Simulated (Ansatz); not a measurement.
A set of 12 reactions (ligand exchange), with CCSD(T)/CBS values in kJ/mol:

| reaction | ΔE |
| --- | --- |
| `O[SiH2]O[SiH](O)O` + `[OH][AlH2]` → `O[SiH](O)[O][AlH2]` + `O[SiH2]O` | -1.5 |
| `OBB(O)F` + CH₃OH → `COBO` + `OBF` | -170.3 |
| `NC[SiH3]` + `NC([SiH3])S` → `NC([SiH3])S[SiH3]` + CH₃NH₂ | -73.1 |
| `NC[SiH](N)O` + CH₃SH → `CS[SiH](N)O` + CH₃NH₂ | -69.0 |
| `CO[SiH](C)F` + H₂S → `C[SiH](F)S` + CH₃OH | 51.4 |
| `O/C=N/[SiH2]Cl` + `CO[SiH2]S` → `CO[SiH2]S[SiH2]Cl` + `N=CO` | -7.3 |
| `[SiH3]B[SiH2]Cl` + `CB(C)N` → `CB(C)N[SiH3]` + `B[SiH2]Cl` | -47.8 |
| `NC[SiH3]` + `NCF` → `FCN[SiH3]` + CH₃NH₂ | -54.0 |
| `O[SiH2]O[SiH](O)O` + `C[SiH](O)O` → `C[SiH](O)O[SiH2]O` + `O[SiH](O)O` | 0.8 |
| `C[O][Al]([OH])[F]` + HBr → `[OH][Al]([F])[Br]` + CH₃OH | -29.0 |
| `C[SiH2]Cl` + `CBN` → `CBN[SiH2]C` + HCl | 57.0 |
| `C[S][AlH][GeH3]` + `[SH][GeH3]` → `[GeH3][S][GeH3]` + `C[S][AlH2]` | -17.4 |

Isolated molecules relaxed with PBE0-D4/def2-TZVP in Ansatz; ΔE leaves out vibrations. CCSD(T)/CBS is the MP2 limit (def2-TZVPP, def2-QZVPP) plus CCSD(T) − MP2 in def2-TZVPP, frozen cores. This one scheme is used for every species. Functionals use def2-TZVPP. B3LYP here is the variant with VWN-RPA as its local correlation; programs differ in this. For Br, Ge outer-core shells are correlated without core-valence functions, which leaves a few kJ/mol of doubt a bond. Scalar relativity is left out up to krypton. One conformer a species, not always the lowest.

**Question.** Give the mean, mean absolute and largest difference (level minus CCSD(T)/CBS, kJ/mol) for: PBE-D4, r2SCAN-D4, PBE0-D4, ωB97X-V, PBE, r2SCAN, PBE0, B3LYP, HF/def2-TZVPP, CCSD/def2-TZVPP, CCSD(T)/def2-TZVPP, HF/def2-QZVPP, SCS-MP2/def2-QZVPP, CCSD/CBS(def2). (Estimate.)

**Answer.** Ansatz gave: 
```csv
level,mean,mean absolute,largest
PBE-D4,2.1,6.4,20.7
r2SCAN-D4,0.5,3.3,8.5
PBE0-D4,0.7,4.6,13.2
ωB97X-V,1.3,1.8,3.5
PBE,3.6,6.9,23.0
r2SCAN,0.9,3.6,9.2
PBE0,2.1,5.2,15.2
B3LYP,3.2,4.8,15.2
HF/def2-TZVPP,-1.0,9.2,21.8
CCSD/def2-TZVPP,1.5,3.2,6.0
CCSD(T)/def2-TZVPP,1.0,2.1,4.8
HF/def2-QZVPP,-0.9,9.5,22.6
SCS-MP2/def2-QZVPP,-1.7,3.7,-10.2
CCSD/CBS(def2),0.5,1.3,3.1
```

The largest T1 diagnostic in the set is 0.014, for `OBB(O)F` (customary mark 0.02).

CCSD(T)/CBS is a level of theory with its own doubt, and the functionals carry their triple-zeta basis error, so these figures describe this set and don't rank the functionals.
